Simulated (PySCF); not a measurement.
# Orbital picture of SrIn⁻

CAM-B3LYP at R = 3.257 Å; PySCF, scalar-relativistic core potentials, basis sets Sr def2-SVPD with ECP28, In def2-SVPD with ECP28. State: ³Σ⁻ (triplet), unpaired electrons π ↑↑. Only the outer orbitals are listed, counted within each symmetry, core potentials removing the inner ones.

```csv
spin,orbital,occ.,ε (eV),on Sr (%),main shells (%)
α,6σ,1,-6.75,10,90 In s
α,7σ,1,-1.22,83,"81 Sr s, 15 In p"
α,4π,1,-0.56,30,"70 In p, 18 Sr p, 12 Sr d"
α,4π,1,-0.56,30,"70 In p, 18 Sr p, 12 Sr d"
α,8σ,0,2.28,55,"72 Sr p, 24 In s, 19 In p"
α,5π,0,2.80,92,"75 Sr p, 17 Sr d"
α,5π,0,2.80,92,"75 Sr p, 17 Sr d"
β,6σ,1,-5.51,11,89 In s
β,7σ,1,-1.11,95,"82 Sr s, 12 Sr p"
β,4π,0,2.49,93,93 Sr p
β,4π,0,2.49,93,93 Sr p
β,8σ,0,2.55,71,"77 Sr p, 19 In s, 9 In p"
```

Q: Which are the highest filled and the lowest empty level, where do they sit, and how wide is the gap?

A: Highest filled α 4π at -0.56 eV (in %: 70 In p, 18 Sr p, 12 Sr d); lowest empty α 8σ at 2.28 eV (in %: 72 Sr p, 24 In s, 19 In p); the gap at CAM-B3LYP is 2.84 eV. An empty level above zero is unbound, and its energy depends on the basis.

The bond order (Mayer) is 1.28. The ⟨S²⟩ is 2.072 and the charge on Sr (Mulliken, basis-dependent) is -0.58. The charge on Sr (Löwdin, basis-dependent) is -0.57, the dipole moment (positive dipole points towards In; it is taken about the centre of mass and depends on that origin) is 1.06 D and the polarisability along the bond is 530.9 bohr³. The polarisability across the bond is 592.8 bohr³.

Spin–orbit coupling is left out. The state is the lowest determinant that a PBE0 search found; another state may lie lower at other levels.
